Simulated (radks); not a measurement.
Effect of the nuclear size on the magnesium ion Mg5+, [He] 2s2 2p3. All-electron calculation, Dirac Kohn-Sham, BLYP, spin-unpolarised, spherical densities, finite nucleus; open shells fill j = l - 1/2 first; Fermi nuclear charge, rms radius 3.057 fm. Program: a radial shooting solver on a logarithmic mesh with Libxc functionals. The rms radius is varied about that value; shifts are against it.

rms radius (fm) = 2.5893: total energy shift (eV) -0.000759; density at nucleus (e/bohr^3) 1180; 1s1/2 shift (meV) -0.309
rms radius (fm) = 2.7972: total energy shift (eV) -0.000437; density at nucleus (e/bohr^3) 1179; 1s1/2 shift (meV) -0.178
rms radius (fm) = 3.057: total energy shift (eV) 0; density at nucleus (e/bohr^3) 1178; 1s1/2 shift (meV) 0.000
rms radius (fm) = 3.1946: total energy shift (eV) 0.000247; density at nucleus (e/bohr^3) 1177; 1s1/2 shift (meV) 0.101
rms radius (fm) = 3.4514: total energy shift (eV) 0.000736; density at nucleus (e/bohr^3) 1176; 1s1/2 shift (meV) 0.300

Slopes of the eigenvalues against <r^2> in GHz/fm^2, as finite differences over the two radii next to the reference (eigenvalue slopes, not the field-shift constants of lines): 1s1/2 28.3.
